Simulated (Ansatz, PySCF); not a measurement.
This Ansatz (a program for electronic structure) input computes a B3LYP/def2-TZVPD energy:

Ansatz 0.2 input:
```yaml
crystal:
  periodic: [false, false, false]
  atoms:
    - {symbol: B, position_ang: [0.26587793, -0.29169300, 0.52924554]}
    - {symbol: F, position_ang: [0.91071220, 0.07456891, -0.64518997]}
    - {symbol: F, position_ang: [-1.05842216, 0.08748276, 0.35116467]}
basis:
  gaussian:
    orbitals: def2-TZVPD
hamiltonian:
  xc: {name: B3LYP}
total_charge: -1
output: {forces: true}
```

### Question
Write an input for the same energy in PySCF and say what it gives.

### Answer

```python
from pyscf import gto, scf, dft

mol = gto.M(
    atom='''
    B     0.26587793   -0.29169300    0.52924554
    F     0.91071220    0.07456891   -0.64518997
    F    -1.05842216    0.08748276    0.35116467
    ''',
    basis='def2-tzvpd',
    charge=-1,
    spin=0,
    verbose=4,
)

mf = dft.RKS(mol, xc='b3lyp').density_fit(auxbasis='def2-universal-jkfit')
mf.grids.level = 3
mf.conv_tol = 1e-9
mf.max_cycle = 100
mf.max_memory = 1500
mf.kernel()
if not mf.converged:
    mf = mf.newton()
    mf.kernel(mf.make_rdm1())
mf.analyze()
```
It gives -224.71779 Eh, and Ansatz -224.71776 Eh, a difference of 0.03 mEh, from the treatment of integrals and grids.
